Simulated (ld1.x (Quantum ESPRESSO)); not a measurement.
Before and after: RRKJ potential for gold (Au)

gold, norm-conserving RRKJ (Kleinman–Bylander form), made with ld1.x (Quantum ESPRESSO) 7.5 (PBE, scalar-relativistic). Core [Kr] 4d10 4f14 5s2, reference 5p6 5d10 6s1 6p0. Waves: 5p (bound): rc 1.85 bohr; 5d (bound): rc 2.30 bohr; 6s (bound): rc 2.35 bohr. Local part: the s channel. Core correction: a·sin(br)/r model core inside 1.25 bohr. rho0 = 0.001.

Change: wave 5d (bound): rc 2.30 bohr becomes 5d (bound): rc 3.56 bohr.

Cutoffs: the cutoffs (Ry, on a coarse ladder) from which the occupation-weighted sum of valence levels, in a spherical-Bessel basis at the reference potential, stays within 10 and 1 mRy of its value at 400 Ry; they do not see the model core or the augmentation charge, which bear on the density cutoff. Errors are all-electron minus pseudo energies relative to the spin-unpolarised reference configuration.

Task: What does the change do?

Result: The potential gets neither clearly harder nor softer (35 Ry and 45 Ry → 35 Ry and 40 Ry); the p channel sets the loose cutoff, while the largest relative change is in d, which becomes softer; the number of tests that count goes from 7 to 0; neither file shows a bound ghost at the reference potential, the only one tested.

```tsv
quantity	base	changed
cutoff, loose	35 Ry	35 Ry
cutoff, tight	45 Ry	40 Ry
loose cutoff by channel (10 mRy a level)	p 30 Ry, d 30 Ry, s 8 Ry	p 30 Ry, d 12 Ry, s 8 Ry
bound ghosts	none	none
tests counted (converged, no solver errors)	7 of 7	0 of 7
```

Changed file: Tests not counted: all (the test run did not reproduce the reference configuration, from which every error is measured).
